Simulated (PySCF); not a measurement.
# Dipole response of In⁺ (indium, charge +1)

[Kr] 4d9 5s2 5p1, one real determinant (an excited configuration). All numbers are calculated (PySCF 2.14, a scalar-relativistic core potential, in aug-cc-pVQZ-PP with ECP28MDF (7s7p5d3f2g, 92 functions)). Coupled (time-dependent) response in atomic units; α is the mean over directions.

```tsv
method	mean α (bohr³)	α xx, yy, zz	C₆ (like pair)	S(−4)
LC-wPBE	27.87	26.45, 26.45, 30.70	218.7	248.4
```

S(−4) is the Cauchy moment in α(ω) = α(0) + S(−4) ω² + …

Spin-orbit coupling is absent.

α(iu) at LC-wPBE:

| u (hartree) | α(iu) (bohr³) |
| --- | --- |
| 0 | 27.87 |
| 0.0500 | 27.26 |
| 0.100 | 25.62 |
| 0.200 | 20.82 |
| 0.300 | 16.16 |
| 0.500 | 9.986 |
| 0.750 | 6.248 |
| 1.00 | 4.388 |
| 1.50 | 2.623 |
| 2.00 | 1.785 |
| 3.00 | 0.9880 |
| 5.00 | 0.4243 |

A single London oscillator, α(iu) = α/(1 + u²/ω²), gives C₆ = (3/4) ω α². Matching the computed C₆ needs ω = 4 × 218.7 / (3 × 27.87²) = 0.375 hartree.

For an ion, C₆ is the dispersion term alone; charge-induced terms of lower order in 1/R come first.

The components differ because the open shell of this determinant is not spherical; for a pure term their mean is the scalar polarisability.

⟨L²⟩ = 8.02 against 12 for a pure F term, so this real determinant mixes terms. Energies and moments cover only the electrons outside the core potential.
